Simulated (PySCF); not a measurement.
Isomers of C6H14Ge, from PBE0-D3(BJ)/def2-SVP geometry optimisation, gas phase (PySCF). One conformer each, no zero-point energy, no frequencies.

**Question.** Which isomer lies lower at this level?
A. `[CH3:1][C@H:2]1[CH2:3][CH2:4][CH2:5][CH2:6][GeH2:7]1` with C1–C2–C3–C4 -179°, C2–C3–C4–C5 -68°, C3–C4–C5–C6 67°, C4–C5–C6–Ge7 -55°: A = 2133, B = 1831, C = 1065 MHz, dipole 0.79 D
B. `[CH3:1][CH2:2][C@@H:3]1[CH2:4][CH2:5][Ge@H:6]1[CH3:7]` with C1–C2–C3–C4 -64°, C2–C3–C4–C5 -149°, C3–C4–C5–Ge6 22°, C4–C5–Ge6–C7 -135°, C2–C3–Ge6–C5 139°: A = 3297, B = 1101, C = 917.8 MHz, dipole 0.67 D

**Answer.** A. That is `C[C@H]1CCC[CH2][GeH2]1`, 15.6 kcal/mol below the other.

```csv
SMILES,mapped SMILES,E (Eh),relative (kcal/mol),relative (kJ/mol),dipole (D)
C[C@H]1CCC[CH2][GeH2]1,[CH3:1][C@H:2]1[CH2:3][CH2:4][CH2:5][CH2:6][GeH2:7]1,-2313.11416,0.0,0.0,0.79
CC[C@@H]1C[CH2][Ge@H]1[CH3],[CH3:1][CH2:2][C@@H:3]1[CH2:4][CH2:5][Ge@H:6]1[CH3:7],-2313.08926,15.6,65.4,0.67
```

As drawn, the higher has a four-membered ring, which the lower lacks.
